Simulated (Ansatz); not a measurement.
Basis-set extrapolation for C3H7BSi (PBE0-D4/def2-TZVP geometry, frozen core, Ansatz). Multiplicity 1, RHF reference.

|  | def2-TZVPP | def2-QZVPP |
| --- | --- | --- |
| HF | -431.266656 | -431.282059 |
| MP2 correlation | -0.720386 | -0.765396 |
| CCSD(T) correlation | -0.798949 | not run |

Energies in hartree. Use E(X) = E(∞) + A·exp(−7.88·√X) for Hartree–Fock and E(X) = E(∞) + B·X^(−2.97) for correlation, with X = 3 and 4, and add CCSD(T) minus MP2 of the smaller set to the MP2 limit.

Task: What is the CCSD(T) energy at the basis-set limit?

Result: HF limit: -431.282059 + (-0.015403) × 0.13774 = -431.28418. MP2 limit: -0.765396 + (-0.045010) × 0.74074 = -0.79874. Higher-order term: -0.798949 − (-0.720386) = -0.07856. Total: -432.16148 hartree, 60.2 kcal/mol below CCSD(T)/def2-TZVPP.
